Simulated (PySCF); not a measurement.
**Steps of a relaxation of [La(H2O)2]3+**

[La(H2O)2]3+ (singlet). PySCF 2.14.0, RKS PBE0, La def2-SVP with ECP46, O def2-SVP, H def2-SVP; non-relativistic Hamiltonian with scalar-relativistic core potentials where named; density fitting; no spin-orbit coupling. Origin of the start: displaced along the imaginary mode. Columns: position (Å) and force (eV/Å). Energies are counted from the last step; some of the 47 steps are shown. Forces carry noise of the integration grid, about 0.01 to 0.03 eV/Å.

Run from Python with OMP_NUM_THREADS=2. Where DIIS fails, smearing, a level shift and second-order steps follow.
It took 98 s on 2 threads of Arm Neoverse V2, on a shared host, from the converged density of the start.

```xyz
7
step 0  E = 0.222 eV
La    0.0495    0.0038    0.0000     0.08    0.01    0.00
O    -0.1840   -0.0143    2.4122    -0.05    0.00    0.06
H     0.3000    0.5339    3.0824    -0.06   -0.07   -0.11
H    -0.7872   -0.5533    2.9857     0.07    0.07   -0.10
O    -0.1839   -0.0140   -2.4122    -0.05   -0.01   -0.06
H     0.2986   -0.5715   -3.0755    -0.05    0.07    0.11
H    -0.7886    0.5158   -2.9926     0.07   -0.06    0.10
```

```xyz
7
step 15  E = 0.023 eV
La    1.1121    0.0839   -0.0017     0.12    0.03    0.03
O    -0.2028    0.0243    1.9640     0.02   -0.16   -0.12
H     0.0126    0.4968    2.8025    -0.14    0.01    0.19
H    -1.0108   -0.5091    2.1829     0.09    0.16    0.03
O    -0.1796   -0.0344   -1.9677    -0.40   -0.06   -0.42
H     0.0042   -0.5948   -2.7722    -0.10    0.24    0.21
H    -1.0313    0.4336   -2.2079     0.41   -0.23    0.09
```

```xyz
7
step 31  E = 0.002 eV
La    1.1514    0.1279   -0.0048     0.04    0.00    0.00
O    -0.1830    0.0387    1.9488     0.05    0.02   -0.06
H     0.0687    0.3283    2.8596     0.00    0.01    0.09
H    -1.1045   -0.2957    2.0703    -0.06   -0.03    0.01
O    -0.1860   -0.0726   -1.9474     0.00    0.02    0.01
H     0.0567   -0.4948   -2.8088    -0.01   -0.01   -0.04
H    -1.0988    0.2685   -2.1178    -0.01   -0.01   -0.01
```

Task: Where does the relaxation end?

Result: It converges at step 46 in C1:
```xyz
7
step 46  E = 0
La    1.0997    0.1497   -0.0065
O    -0.1830    0.0607    1.9856
H     0.1418    0.1379    2.9177
H    -1.1565   -0.0687    2.1051
O    -0.1848   -0.0889   -1.9836
H     0.1356   -0.3652   -2.8789
H    -1.1482    0.0749   -2.1394
```

Task: How did the contacts change?

Result: 
| contact | start (Å) | end (Å) |
| --- | --- | --- |
| La1–O2 (H2O) | 2.424 | 2.371 |
| La1–O5 (H2O) | 2.424 | 2.370 |
